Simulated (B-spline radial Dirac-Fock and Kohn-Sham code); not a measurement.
## Compton profile of Hf⁷¹⁺

System: hafnium as Hf⁷¹⁺, configuration 1s1.

Calculated with a radial finite-basis atomic code, using the impulse approximation on relativistic Hartree-Fock (Dirac-Fock) wave functions, averaged over the configuration. pz is in atomic units of momentum; subshell profiles are per electron, for a selection of subshells; open shells are spread over both j values by their weights.

```
 pz    J total   J 1s1/2
 14   0.009440   0.00944
 21   0.008431   0.00843
 30   0.006913   0.00691
 44   0.004655   0.00465
 64   0.002408   0.00241
 94  0.0008801  0.000880
140  0.0002295  0.000229
```

**Question.** What is the peak value J(0), and which subshell contributes most to it?

**Answer.** J(0) = 0.01037. The 1s1/2 subshell gives the largest part, 100 %.

Mean momentum ⟨p⟩ by subshell (a.u.): 1s1/2 74.8.
